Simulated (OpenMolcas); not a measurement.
# 4d⁴ along the 40-electron sequence

```yaml
Program: OpenMolcas 26.06
Method: CASSCF
Basis: ANO-RCC-VTZP
Scalar_Hamiltonian: DKH2, point nucleus
Spin-orbit_coupling: state interaction with AMFI integrals over the reference wave functions, term energies averaged over their components
```

Active space for each ion: 4 electrons in 10 orbitals (4d 5d).

Computed levels in cm-1 above ⁵D₀:

| Level | Mo2+ | Tc3+ | Ru4+ | Rh5+ | Pd6+ | Ag7+ |
| --- | --- | --- | --- | --- | --- | --- |
| ⁵D₁ | 220 | 325 | 458 | 636 | 899 | 1152 |
| ⁵D₂ | 627 | 907 | 1253 | 1698 | 2325 | 2910 |
| ⁵D₃ | 1178 | 1677 | 2277 | 3022 | 4032 | 4955 |
| ⁵D₄ | 1844 | 2586 | 3459 | 4516 | 5904 | 7151 |
| ³H₄ | 15357 | 17672 | 19899 | 21898 | 23797 | 25881 |
| ³P₀(1) | 15686 | 17792 | 19758 | 21421 | 22906 | 24692 |
| ³H₅ | 15876 | 18438 | 20982 | 23395 | 25878 | 28493 |
| ³H₆ | 16382 | 19141 | 21916 | 24599 | 27419 | 30321 |
| ³P₁(1) | 16927 | 19561 | 22151 | 24565 | 27010 | 29655 |
| weight of ⁵D in the lowest level (%) | 99 | 98 | 98 | 97 | 95 | 94 |

Measured, with the error of the calculation in %. Measured levels: Mo2+ from Sugar and Musgrove, J. Phys. Chem. Ref. Data 17, 155 (1988); Ag7+ from Atoms 5, 11 (2017), spectra Ag VII to Ag IX.

| Level | Mo2+ | Ag7+ |
| --- | --- | --- |
| ⁵D₁ | 242 (-9.0) | 1340 (-14.0) |
| ⁵D₂ | 668 (-6.2) | 3212 (-9.4) |
| ⁵D₃ | 1224 (-3.7) | 5292 (-6.4) |
| ⁵D₄ | 1872 (-1.5) | 7443 (-3.9) |
| ³H₄ | 12680 (+21.1) | 23302 (+11.1) |
| ³P₀(1) | 11149 (+40.7) | 21309 (+15.9) |
| ³H₅ | 13276 (+19.6) | 26250 (+8.5) |
| ³H₆ | 13811 (+18.6) | 28185 (+7.6) |
| ³P₁(1) | 12510 (+35.3) | 26526 (+11.8) |

The fine-structure level ⁵D₄ changes by a factor of 3.88 from Mo2+ to Ag7+. Its fourth root runs 6.55, 7.13, 7.67, 8.20, 8.77, 9.20, with steps per unit of Z of 0.58, 0.54, 0.53, 0.57, 0.43; equal steps would mean a (Z - σ)^4 law with constant σ.

³H₄ changes by a factor of 1.69 over the same range, with steps per unit of Z of +2320, +2230, +2000, +1900, +2080 cm-1.

Without dynamic correlation excited terms often stand tens of per cent too high (terms of higher spin than the ground term too low), and those without a measured partner can miss by more than the paired ones. Active for correlation alone: 5d; no level in the range computed is led by a configuration that fills it, so any true level of that kind is missing. Computed and measured levels are paired by configuration, term and J; levels that our copy of the source lacks, or whose pairing is in doubt (as where it misses far off the trend of its configuration), stay unpaired and out of the deviations. Only configurations of the active space appear.

A number in round brackets counts repeated terms of one configuration in the order of the reference energies.
